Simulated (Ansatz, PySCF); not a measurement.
Gas-phase reaction in SMILES: C/C=C\C#N + 7 [H][H] (H2) → 4 C (CH4) + N (NH3)
Structures are relaxed separately at B3LYP-D3(BJ)/def2-TZVP in Ansatz (an electronic-structure program). Unstable Hartree-Fock reference: C/C=C\C#N.

Wanted: energy of full hydrogenation (electronic energy difference), in eV. Valence correlation only, unless marked. Spin-orbit coupling is left out. Non-relativistic. Basis-set limits of correlation are two-point, X^-3; Hartree-Fock from the larger set. [CCSD(T)-MP2]/basis is that difference in the basis named.

```csv
level,program,energy of full hydrogenation (eV)
HF-D3(BJ)/def2-TZVPD,PySCF + dftd3,-6.94
```

Q: What does RI-MP2/CBS(aug-cc-pVTZ,aug-cc-pVQZ)+[CCSD(T)-MP2]/aug-cc-pVTZ (Ansatz) give?

A: -6.57 eV
